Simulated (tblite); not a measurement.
C5H8F2O2Si.
SMILES with atom numbers: `[O:1]=[CH:2][C@H:3]1[CH2:4][O:5][CH2:6][SiH2:7][C:8]1([F:9])[F:10]` (hydrogens: H11 on C2; H12 on C3; H13, H14 on C4; H15, H16 on C6; H17, H18 on Si7)

Structure used (GFN2-xTB), in Å, numbered top down from 1:
```xyz
18
C5H8F2O2Si angstrom
O     -1.0360   -0.2644    1.7852
C     -1.7270   -0.0567    0.8256
C     -1.1735   -0.0986   -0.5640
C     -0.4295    1.2487   -0.7949
O      0.3081    1.6672    0.3095
C      1.5048    0.9325    0.5449
Si     1.2612   -0.9681    0.6869
C     -0.1563   -1.2346   -0.6083
F      0.3765   -1.3036   -1.8713
F     -0.8162   -2.4280   -0.4586
H     -2.7885    0.2190    0.9285
H     -1.9484   -0.2272   -1.3233
H      0.2063    1.1404   -1.6860
H     -1.1655    2.0366   -0.9751
H      2.2198    1.1587   -0.2599
H      1.9068    1.3523    1.4657
H      2.4263   -1.5672    0.0150
H      1.0224   -1.6009    1.9686
```

Method: GFN2-xTB as coded in tblite; computed harmonic values from a numerical Hessian at the method's own geometry, unscaled. The method is semi-empirical: single wavenumbers can be off by several per cent or more. Modes of hydrogen on silicon can be 10 to 20 % off. One conformer, not necessarily the lowest.

Harmonic wavenumbers (cm⁻¹): 84.5, 97.0, 153.8, 167.1, 219.6, 235.3, 281.7, 301.2, 335.6, 374.9, 420.7, 459.6, 495.3, 558.8, 583.1, 605.1, 654.9, 734.4, 759.3, 786.9, 839.7, 873.3, 915.5, 954.3, 989.1, 1002.5, 1029.4, 1078.6, 1096.5, 1134.0, 1185.3, 1213.7, 1262.3, 1285.1, 1291.9, 1324.4, 1346.4, 1444.8, 1457.4, 1760.3, 2217.8, 2399.3, 2832.7, 2852.8, 2880.8, 2967.9, 2975.3, 3002.3.

A = 1490, B = 1172, C = 1083 MHz; mass 166.026 u (most abundant isotopes); point group C1, symmetry number 1.

Question: What is the zero-point energy?

Answer: ½Σν̃ = 26961 cm⁻¹ = 322.53 kJ/mol.

Question: Give the ideal-gas entropy at 350 K and 1 bar in the rigid-rotor, harmonic-oscillator model (classical rotation).

Answer: Translation 175.95, rotation 125.51, vibration 139.62: S = 441.1 J/(mol K).

Question: And Cp and H(350 K) − H(0)?

Answer: Cp = 196.16 J/(mol K), of which vibrations give 162.90 (their classical limit is 48 R = 399.1); H(350 K) − H(0) = 39.36 kJ/mol without the zero-point energy, 27.72 from vibrations.

Question: Which modes carry the vibrational entropy at 350 K?

Answer: 84.5 cm⁻¹: 17.15; 97.0 cm⁻¹: 16.01; 153.8 cm⁻¹: 12.26; 167.1 cm⁻¹: 11.60; 219.6 cm⁻¹: 9.44; 235.3 cm⁻¹: 8.91 J/(mol K); the other 42 give 64.24 together.

Question: What must be added to the electronic energy to get the Gibbs energy at 350 K and 1 bar?

Answer: ZPE + [H(350 K) − H(0)] − T·S = 322.53 + 39.36 − 154.38 = 207.51 kJ/mol.

Hindered rotation and anharmonicity are outside this model. Other conformers, if any are populated, would add a mixing term that is left out. The structure is chiral; the term R ln 2 for an equal mix with its mirror image is left out.
